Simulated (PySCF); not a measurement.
**Working out the ionisation energy of Ar²⁺**

Ar²⁺ [Ne] 3s2 3p4 (3P) → Ar³⁺ [Ne] 3s2 3p3 (4S). Computed with PySCF 2.14 in dyall-av2z (13s9p2d, 50 functions), with the non-relativistic Hamiltonian (point nucleus). Frozen: [Ne]; the 16 highest virtual orbitals dropped. Energies in hartree (1 hartree = 27.21139 eV):

```
            part  Ar²⁺ (lower)  Ar³⁺ (upper)
             UHF   -525.291571   -523.848269
CCSD correlation     -0.120166     -0.099077
             (T)     -0.001410     -0.000956
```

Q: What does Hartree-Fock give?

A: (-523.848269) − (-525.291571) = 1.443302 hartree = 39.274 eV.

Q: What do CCSD and CCSD(T) give?

A: The CCSD correlation energies differ by 0.021089 hartree = 0.574 eV and the triples by 0.000454 hartree = 0.012 eV, so CCSD gives 39.848 eV and CCSD(T) 39.860 eV.

A first-order spin-orbit estimate adds 0.061 eV to CCSD(T) (valence), giving 39.921 eV against 40.735 ± 0.012 eV (semi-empirical (NIST evaluation); NIST Atomic Spectra Database, ionization energies).

A double-zeta basis recovers only part of the correlation energy.

What remains against the reference includes basis incompleteness, the frozen core and higher excitations.
